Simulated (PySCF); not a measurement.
HNSi, SMILES N#[SiH].

Coordinates come from a B3LYP-D3(BJ)/def2-TZVPD optimisation.

Two levels are set side by side: TDDFT-PBE/def2-TZVPD (PySCF) and TDDFT-CAM-B3LYP/def2-TZVPD (PySCF). Vertical, same geometry. The lowest singlet is HOMO−1→LUMO 98 % with PBE and HOMO→LUMO+1 49 %, HOMO−1→LUMO+2 49 % with the other functional; states are paired by order. Differences are taken from unrounded values.

| quantity | TDDFT-CAM-B3LYP | TDDFT-PBE | TDDFT-PBE minus TDDFT-CAM-B3LYP |
|---|---|---|---|
| lowest singlet excitation (eV) | 3.65 | 3.91 | 0.27 |
| lowest triplet excitation (TDA) (eV) | 2.68 | 2.76 | 0.08 |
| first bright state (f over 0.05) (eV) | 7.07 | 6.55 | -0.52 |
| its oscillator strength | 0.07 | 0.06 | -0.01 |

Rough cost on one machine, each run with all the roots and properties that it gave: TDDFT-CAM-B3LYP against TDDFT-PBE about 4 times.
